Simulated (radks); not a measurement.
Values are calculated unless marked as measured or tabulated.
Kinetic energies: the exact non-interacting value of the Kohn-Sham orbitals and orbital-free approximations, in hartree. Species: Tl+ [Hg]; Sb [Kr] 4d10 5s2 5p3. Code: a radial shooting solver on a logarithmic mesh with Libxc functionals. Model: non-relativistic Kohn-Sham, PBE, spin-polarised, spherical densities, point nucleus. Every spin shell is full or empty, so the densities are truly spherical. Functionals are evaluated on that one density, not self-consistently.

functional          Tl+       Sb
exact           18960.9  6313.03
Thomas-Fermi      18089   5981.1
von Weizsacker   6684.6   2606.3
TF + vW           24774   8587.4
TF + vW/9         18832   6270.7
TF + vW/5         19426   6502.4
Thakkar           18813   6276.9
Pearson           18803   6255.8
LKT               21964   7515.2
PG1               21301   7257.2
DePristo-Kress    18924   6307.3
Ernzerhof         18871   6288.0
